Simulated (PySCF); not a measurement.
**Static response to an electric field**

Compound: C9H7NSi.
Cartesian coordinates in Å at the PBE0-D3(BJ)/def2-SVP level; atoms count from 1:
```xyz
18
C9H7NSi angstrom
N      1.0288    3.5743   -0.9807
C      1.1684    2.4351   -0.8153
C      1.3239    1.0249   -0.6072
C      2.6091    0.4527   -0.6167
C      2.7539   -0.9146   -0.4121
C      1.6361   -1.7236   -0.1982
C      0.3591   -1.1594   -0.1890
C      0.1954    0.2277   -0.3954
Si    -1.6521    0.5994   -0.3171
C     -2.0489   -1.2047    0.0003
C     -0.8957   -1.9050    0.0242
H      3.4812    1.0877   -0.7835
H      3.7527   -1.3571   -0.4190
H      1.7598   -2.7979   -0.0379
H     -2.1992    1.1370   -1.5971
H     -2.0222    1.5195    0.7981
H     -3.0165   -1.6886    0.1496
H     -0.8488   -2.9872    0.1921
```

Level: CAM-B3LYP/def2-SVPD (PySCF), static field, nuclei fixed, core orbitals frozen in the response. The polarisability tensor in these axes (au):

```
x   160.74  -3.12  -5.88
y    -3.12 156.08 -12.19
z    -5.88 -12.19  79.36
```

Task: Give the principal values, the mean and the anisotropy Δα = √{½[(α1 − α2)² + (α2 − α3)² + (α1 − α3)²]}.

Result: Principal values 77.00, 156.88 and 162.31 au; mean 132.06 au = 19.57 Å³ = 21.77 × 10⁻⁴⁰ C²·m²/J; Δα = 82.73 au (63 % of the mean).

Task: What is the dipole moment, and where does it point?

Result: (0.32, -4.86, 0.73) D, 4.93 D in size, pointing from the negative to the positive side. Measured along this direction, the outermost atoms are N1 at the negative end and H18 and H14 at the positive end.

Task: Directions of the eigenvectors, and the extent of the frame along each?

Result: Largest value along (0.89, -0.45, 0.00), where the nuclei span 6.45 Å; middle along (0.45, 0.88, -0.17), 6.80 Å; least along (0.07, 0.15, 0.99), 2.43 Å. The strongest response doesn't lie along the longest of the three spans.

Task: How large is μ²/3kT at 500 K beside α?

Result: In Gaussian units μ²/3kT = 117.34 Å³ against 19.57 Å³, a ratio of 6.00; the Debye molar polarisation (4π/3)N_A(α + μ²/3kT) is 345.4 cm³/mol, leaving out the vibrational part.

Task: Find the Langevin capture rate constant for H3O+ (19.018 u) meeting this molecule (157.035 u), k = 2.342 × 10⁻⁹ cm³/s × √(α in Å³ / reduced mass in u).

Result: The reduced mass is 16.96 u, so k = 2.52 × 10⁻⁹ cm³/s. The formula leaves out the permanent dipole, which adds to the capture rate.

Task: What would n − 1 = 2πNα be for an ideal gas of these molecules at 298.15 K and 1 atm, electronic part alone?

Result: N = p/kT = 2.4615 × 10¹⁹ cm⁻³, so n − 1 = 2π × N × 19.57 × 10⁻²⁴ cm³ = 3027 × 10⁻⁶ at long wavelengths, for an ideal gas.

Task: What molar refraction does this α imply?

Result: Lorentz–Lorenz: R = (4π/3)N_A α = 2.5225 cm³/(mol·Å³) × 19.57 Å³ = 49.4 cm³/mol, in the limit of long wavelengths.

Isolated species at its PBE0-D3(BJ)/def2-SVP geometry, gas phase.

The run behind these numbers computed excited states as well. The run took 1.7 min on an Arm Neoverse V2 with one thread, shared host with 96 logical CPUs at a one-minute load of 23, and the process peaked at 1.4 GiB of memory.
